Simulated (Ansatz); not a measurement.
Born–Oppenheimer molecular dynamics of C₂H₆FNOSi (12 atoms, charge 0, multiplicity 1). It starts from a relaxed structure.

Method: RKS PBE-D4/6-31G (Ansatz 0.2.0).

| Property | Result |
| --- | --- |
| ensemble | NVE (velocity Verlet) |
| time step | 0.5 fs |
| steps asked | 300 |
| starting velocities drawn for | 700 K |
| seed | 293954 |

Frames 0.5 fs apart, positions in Å, forces in eV/Å.

Velocities at 55.0 fs (Å/ps):

```
O -7.73 2.44 -0.23
C 4.23 -2.13 -0.50
N 0.63 0.60 -1.41
C -0.03 -8.87 3.05
F 5.59 -0.18 2.38
Si -0.66 0.53 -0.24
H -8.47 -1.53 1.78
H 28.27 16.16 -2.49
H -5.26 15.38 3.44
H 10.01 6.92 -18.21
H -41.18 -3.36 -8.47
H -6.36 38.94 -21.41
```

```xyz
12
Properties=species:S:1:pos:R:3:forces:R:3 time_fs=55.0 energy_less_start_eV=0.445 T=356
O 0.045 -1.371 2.555 0.16 0.55 -0.60
C 0.035 -1.730 1.358 -0.45 -1.07 0.57
N 0.155 -0.989 0.202 -0.19 0.65 -1.21
C -0.058 0.423 0.182 -0.21 0.58 0.81
F -1.437 0.823 0.618 -0.26 -0.50 -0.21
Si 0.190 1.455 -1.397 0.48 0.29 -0.45
H -0.179 -2.776 1.081 0.29 -0.51 0.09
H 0.161 -1.524 -0.704 -0.24 0.63 1.10
H 0.521 0.949 0.959 0.36 -0.47 0.16
H 1.578 1.040 -1.849 0.02 0.20 -0.23
H -0.813 1.261 -2.521 0.04 -0.07 0.25
H 0.189 2.889 -0.875 -0.01 -0.27 -0.27
12
Properties=species:S:1:pos:R:3:forces:R:3 time_fs=55.5 energy_less_start_eV=0.455 T=349
O 0.041 -1.370 2.555 0.18 0.53 -0.65
C 0.037 -1.731 1.358 -0.52 -1.06 0.58
N 0.155 -0.989 0.201 -0.14 0.63 -1.03
C -0.058 0.419 0.184 -0.10 0.88 0.84
F -1.435 0.823 0.619 -0.32 -0.51 -0.20
Si 0.189 1.455 -1.397 0.37 0.39 -0.58
H -0.183 -2.777 1.082 0.32 -0.48 0.09
H 0.175 -1.515 -0.704 -0.26 0.51 0.97
H 0.518 0.956 0.961 0.33 -0.57 0.08
H 1.583 1.043 -1.859 -0.08 0.22 -0.20
H -0.834 1.259 -2.525 0.22 -0.05 0.41
H 0.186 2.908 -0.886 -0.01 -0.48 -0.31
12
Properties=species:S:1:pos:R:3:forces:R:3 time_fs=56.0 energy_less_start_eV=0.470 T=337
O 0.037 -1.368 2.555 0.20 0.50 -0.70
C 0.039 -1.733 1.358 -0.58 -1.06 0.57
N 0.156 -0.988 0.200 -0.10 0.64 -0.76
C -0.059 0.414 0.186 0.01 1.18 0.87
F -1.432 0.822 0.620 -0.38 -0.52 -0.20
Si 0.189 1.455 -1.397 0.28 0.48 -0.69
H -0.186 -2.780 1.083 0.35 -0.42 0.09
H 0.188 -1.505 -0.701 -0.27 0.34 0.76
H 0.517 0.962 0.963 0.29 -0.67 0.00
H 1.588 1.048 -1.869 -0.17 0.23 -0.17
H -0.854 1.257 -2.528 0.38 -0.03 0.56
H 0.183 2.926 -0.898 0.00 -0.67 -0.33
12
Properties=species:S:1:pos:R:3:forces:R:3 time_fs=56.5 energy_less_start_eV=0.490 T=322
O 0.033 -1.367 2.554 0.22 0.47 -0.75
C 0.041 -1.734 1.358 -0.64 -1.06 0.55
N 0.156 -0.988 0.199 -0.07 0.67 -0.40
C -0.059 0.411 0.188 0.10 1.46 0.88
F -1.429 0.822 0.621 -0.44 -0.53 -0.19
Si 0.189 1.456 -1.397 0.20 0.55 -0.79
H -0.189 -2.783 1.084 0.39 -0.35 0.09
H 0.201 -1.494 -0.697 -0.28 0.12 0.47
H 0.516 0.966 0.965 0.26 -0.75 -0.07
H 1.592 1.052 -1.879 -0.26 0.24 -0.13
H -0.873 1.255 -2.530 0.52 -0.01 0.67
H 0.179 2.943 -0.910 0.00 -0.82 -0.34
12
Properties=species:S:1:pos:R:3:forces:R:3 time_fs=57.0 energy_less_start_eV=0.513 T=304
O 0.030 -1.365 2.554 0.23 0.44 -0.79
C 0.043 -1.736 1.358 -0.69 -1.06 0.52
N 0.156 -0.987 0.198 -0.06 0.72 0.02
C -0.059 0.407 0.190 0.19 1.71 0.88
F -1.426 0.822 0.623 -0.50 -0.54 -0.18
Si 0.189 1.456 -1.398 0.13 0.60 -0.87
H -0.190 -2.788 1.086 0.42 -0.26 0.10
H 0.213 -1.483 -0.692 -0.27 -0.12 0.11
H 0.516 0.968 0.967 0.23 -0.81 -0.11
H 1.596 1.058 -1.889 -0.34 0.25 -0.10
H -0.891 1.253 -2.530 0.64 0.00 0.76
H 0.176 2.957 -0.923 0.01 -0.95 -0.33
12
Properties=species:S:1:pos:R:3:forces:R:3 time_fs=57.5 energy_less_start_eV=0.537 T=286
O 0.026 -1.364 2.553 0.25 0.42 -0.82
C 0.044 -1.738 1.359 -0.73 -1.05 0.47
N 0.156 -0.986 0.197 -0.06 0.75 0.47
C -0.059 0.404 0.192 0.26 1.94 0.86
F -1.424 0.822 0.624 -0.54 -0.54 -0.17
Si 0.188 1.457 -1.398 0.07 0.64 -0.94
H -0.190 -2.792 1.088 0.46 -0.17 0.10
H 0.224 -1.472 -0.686 -0.25 -0.36 -0.26
H 0.517 0.969 0.968 0.22 -0.84 -0.13
H 1.599 1.063 -1.900 -0.41 0.25 -0.07
H -0.907 1.251 -2.528 0.73 0.01 0.83
H 0.173 2.969 -0.938 0.01 -1.04 -0.32
12
Properties=species:S:1:pos:R:3:forces:R:3 time_fs=58.0 energy_less_start_eV=0.559 T=269
O 0.022 -1.362 2.553 0.26 0.39 -0.85
C 0.045 -1.740 1.359 -0.77 -1.03 0.42
N 0.157 -0.985 0.195 -0.08 0.76 0.89
C -0.059 0.401 0.195 0.32 2.13 0.81
F -1.421 0.821 0.625 -0.59 -0.54 -0.16
Si 0.188 1.457 -1.398 0.02 0.65 -0.98
H -0.190 -2.798 1.090 0.49 -0.09 0.10
H 0.235 -1.462 -0.681 -0.22 -0.59 -0.62
H 0.518 0.967 0.970 0.21 -0.84 -0.13
H 1.601 1.070 -1.911 -0.46 0.24 -0.05
H -0.922 1.249 -2.524 0.80 0.02 0.86
H 0.170 2.979 -0.953 0.02 -1.10 -0.29
12
Properties=species:S:1:pos:R:3:forces:R:3 time_fs=58.5 energy_less_start_eV=0.574 T=257
O 0.018 -1.361 2.552 0.26 0.36 -0.86
C 0.047 -1.743 1.359 -0.79 -0.99 0.36
N 0.157 -0.984 0.195 -0.10 0.71 1.23
C -0.058 0.398 0.197 0.36 2.28 0.75
F -1.419 0.821 0.626 -0.63 -0.53 -0.15
Si 0.188 1.458 -1.399 -0.02 0.64 -1.01
H -0.188 -2.804 1.092 0.51 -0.01 0.10
H 0.245 -1.453 -0.677 -0.19 -0.76 -0.90
H 0.519 0.964 0.971 0.22 -0.82 -0.11
H 1.602 1.077 -1.922 -0.50 0.23 -0.02
H -0.934 1.247 -2.518 0.85 0.02 0.88
H 0.167 2.986 -0.968 0.02 -1.13 -0.26
12
Properties=species:S:1:pos:R:3:forces:R:3 time_fs=59.0 energy_less_start_eV=0.578 T=254
O 0.015 -1.359 2.551 0.27 0.33 -0.87
C 0.048 -1.746 1.360 -0.80 -0.94 0.29
N 0.157 -0.983 0.194 -0.11 0.59 1.44
C -0.058 0.396 0.200 0.39 2.40 0.66
F -1.417 0.820 0.627 -0.66 -0.52 -0.14
Si 0.188 1.458 -1.400 -0.04 0.62 -1.02
H -0.184 -2.809 1.095 0.53 0.06 0.10
H 0.255 -1.446 -0.676 -0.17 -0.86 -1.06
H 0.521 0.958 0.972 0.23 -0.77 -0.06
H 1.602 1.085 -1.933 -0.53 0.22 -0.01
H -0.945 1.245 -2.510 0.88 0.01 0.88
H 0.164 2.990 -0.985 0.03 -1.13 -0.22
12
Properties=species:S:1:pos:R:3:forces:R:3 time_fs=59.5 energy_less_start_eV=0.569 T=261
O 0.011 -1.357 2.550 0.27 0.30 -0.86
C 0.049 -1.748 1.361 -0.81 -0.87 0.23
N 0.157 -0.982 0.193 -0.12 0.39 1.49
C -0.058 0.395 0.203 0.41 2.48 0.56
F -1.414 0.819 0.628 -0.69 -0.51 -0.13
Si 0.187 1.459 -1.400 -0.06 0.57 -1.01
H -0.180 -2.814 1.098 0.54 0.12 0.09
H 0.264 -1.442 -0.677 -0.17 -0.87 -1.06
H 0.524 0.951 0.972 0.26 -0.70 0.01
H 1.600 1.093 -1.945 -0.54 0.20 0.01
H -0.954 1.244 -2.500 0.88 0.00 0.85
H 0.161 2.992 -1.001 0.03 -1.10 -0.18
12
Properties=species:S:1:pos:R:3:forces:R:3 time_fs=60.0 energy_less_start_eV=0.547 T=278
O 0.008 -1.355 2.548 0.27 0.27 -0.85
C 0.050 -1.751 1.361 -0.80 -0.77 0.16
N 0.157 -0.980 0.193 -0.10 0.10 1.37
C -0.058 0.393 0.206 0.41 2.52 0.44
F -1.412 0.819 0.629 -0.71 -0.49 -0.11
Si 0.187 1.460 -1.401 -0.07 0.51 -0.98
H -0.174 -2.820 1.101 0.54 0.15 0.08
H 0.273 -1.439 -0.681 -0.19 -0.80 -0.90
H 0.527 0.942 0.973 0.29 -0.61 0.09
H 1.597 1.102 -1.956 -0.54 0.18 0.02
H -0.960 1.242 -2.488 0.86 -0.01 0.80
H 0.158 2.991 -1.018 0.03 -1.04 -0.12
12
Properties=species:S:1:pos:R:3:forces:R:3 time_fs=60.5 energy_less_start_eV=0.517 T=301
O 0.004 -1.353 2.547 0.26 0.24 -0.83
C 0.050 -1.755 1.362 -0.77 -0.66 0.10
N 0.157 -0.979 0.193 -0.07 -0.25 1.12
C -0.057 0.393 0.209 0.41 2.52 0.32
F -1.410 0.818 0.630 -0.73 -0.47 -0.10
Si 0.187 1.460 -1.402 -0.07 0.43 -0.93
H -0.167 -2.825 1.104 0.54 0.16 0.06
H 0.281 -1.438 -0.687 -0.23 -0.65 -0.62
H 0.531 0.931 0.974 0.33 -0.50 0.19
H 1.593 1.111 -1.967 -0.52 0.15 0.03
H -0.964 1.240 -2.474 0.82 -0.03 0.74
H 0.155 2.987 -1.036 0.03 -0.95 -0.06
```

Of the whole run (150 fs, mean temperature of the second half 293 K): The conserved energy stayed within 0.18 meV per atom of its start (net change 0.095 meV per atom), so the integration is sound. A run of 0.15 ps of so small a system gives no equilibrium averages. Limits of this set-up: no polarisation functions.

The run took 8.5 min on 1 thread of Intel(R) Xeon(R) 6975P-C (Granite Rapids) (shared host), peak memory 0.13 GiB.
